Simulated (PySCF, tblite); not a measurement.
Species: C₅H₁₄OPSi (charge +1).
Z-matrix (Å and degrees, GFN2-xTB geometry), rows numbered from 1:
```
C 
C   1  1.4805
O   2  1.2115  1  125.62
C   2  1.5198  1  119.39  3   179.91
P   4  1.8312  2  101.11  1   179.87
C   5  1.8093  4  107.40  2   170.16
C   5  1.7879  4  114.84  2   -68.12
Si  7  1.9498  5  110.69  4   140.96
H   1  1.0898  2  109.55  3  -115.74
H   1  1.0870  2  110.50  3     4.51
H   1  1.0888  2  110.58  3   126.44
H   4  1.0937  2  112.67  1   -60.86
H   4  1.0945  2  112.56  1    61.29
H   5  1.3753  4  106.76  2    58.21
H   6  1.0904  5  110.28  4    61.11
H   6  1.0895  5  109.27  4  -179.43
H   6  1.0898  5  110.40  4   -59.64
H   7  1.0905  5  107.48  4   -97.12
H   7  1.0881  5  109.43  4    20.65
H   8  1.4583  7  105.66  5   -61.43
H   8  1.4561  7  105.08  5   176.22
H   8  1.4668  7  105.02  5    56.64
```

Structure optimised with GFN2-xTB, isolated species.

Masses are those of the commonest isotopes; rigid-rotor values at the optimised geometry. The values belong to one conformer with, in the numbering `[CH3:1][C:2](=[O:3])[CH2:4][P@@H+:5]([CH3:6])[CH2:7][SiH3:8]`, C1–C2–C4–P5 180°, C2–C4–P5–C6 170°, C4–P5–C7–Si8 141°.

Task: What are A, B and C (MHz)?

Result: Ia = 258.45, Ib = 559.71, Ic = 756.54 u·Å²; 505379 MHz·u·Å²/I gives A = 1955, B = 902.9, C = 668.0 MHz.

Task: What kind of rotor is it?

Result: An asymmetric top. Ray's parameter κ = (2B − A − C)/(A − C) = -0.635; −1 is the prolate and +1 the oblate limit.

Task: Is it planar, by Δ = Ic − Ia − Ib?

Result: Not planar: Δ = Ic − Ia − Ib = -61.62 u·Å². For a rigid frame Δ = −2 Σ m c², so Σ m c² = 30.81 u·Å² lies off the ab plane: 14.77 from hydrogen and 16.04 from heavier atoms. The atom farthest from that plane is 1.65 Å away.

Task: Give the other two planar moments, Paa and Pbb, and the rms extents of the mass along the axes.

Result: Paa = Σ m a² = (Ib + Ic − Ia)/2 = 528.90 and Pbb = Σ m b² = (Ia + Ic − Ib)/2 = 227.64 u·Å². With the mass M = 149.06 u, the rms extents √(P/M) along a, b and c are 1.88, 1.24, 0.45 Å.

Task: Give the coordinates in the principal-axis frame, origin at the centre of mass.

Result: The sense of each axis is arbitrary; atoms in the order of the calculation.
| atom | mass (u) | a (Å) | b (Å) | c (Å) |
| --- | --- | --- | --- | --- |
| C1 | 12.000 | -3.418 | -0.867 | 0.163 |
| C2 | 12.000 | -2.001 | -0.493 | -0.051 |
| O3 | 15.995 | -1.130 | -1.230 | -0.456 |
| C4 | 12.000 | -1.553 | 0.929 | 0.246 |
| P5 | 30.974 | 0.226 | 0.833 | -0.177 |
| C6 | 12.000 | 0.877 | 2.521 | -0.163 |
| C7 | 12.000 | 1.205 | -0.185 | 0.919 |
| Si8 | 27.977 | 2.533 | -1.199 | -0.086 |
| H9 | 1.008 | -4.052 | -0.299 | -0.517 |
| H10 | 1.008 | -3.562 | -1.929 | -0.020 |
| H11 | 1.008 | -3.730 | -0.619 | 1.175 |
| H12 | 1.008 | -2.073 | 1.672 | -0.365 |
| H13 | 1.008 | -1.693 | 1.202 | 1.297 |
| H14 | 1.008 | 0.300 | 0.439 | -1.492 |
| H15 | 1.008 | 0.768 | 2.961 | 0.829 |
| H16 | 1.008 | 1.935 | 2.501 | -0.422 |
| H17 | 1.008 | 0.347 | 3.139 | -0.888 |
| H18 | 1.008 | 1.676 | 0.476 | 1.647 |
| H19 | 1.008 | 0.554 | -0.877 | 1.449 |
| H20 | 1.008 | 1.773 | -2.050 | -0.995 |
| H21 | 1.008 | 3.312 | -1.906 | 0.921 |
| H22 | 1.008 | 3.311 | -0.191 | -0.814 |

Task: List the rotational levels J(Ka,Kc) to J = 4 (cm⁻¹).

Result: Above 0(0,0):
J = 1: 1(0,1) 0.0524, 1(1,1) 0.0875, 1(1,0) 0.0953
J = 2: 2(0,2) 0.1560, 2(1,2) 0.1845, 2(1,1) 0.2080, 2(2,1) 0.3133, 2(2,0) 0.3145
J = 3: 3(0,3) 0.3087, 3(1,3) 0.3292, 3(1,2) 0.3761, 3(2,2) 0.4705, 3(2,1) 0.4762, 3(3,1) 0.6663, 3(3,0) 0.6664
J = 4: 4(0,4) 0.5079, 4(1,4) 0.5211, 4(1,3) 0.5987, 4(2,3) 0.6792, 4(2,2) 0.6953, 4(3,2) 0.8780, 4(3,1) 0.8787, 4(4,1) 1.1493, 4(4,0) 1.1493
The levels of one J sum to (2J + 1)J(J + 1)(A + B + C)/3.

Its GFN2-xTB frequencies are all real (lowest 33 cm⁻¹). No vibrational averaging or centrifugal distortion is included, and the geometry carries the error of its method.

The numbers are calculated, not measured.
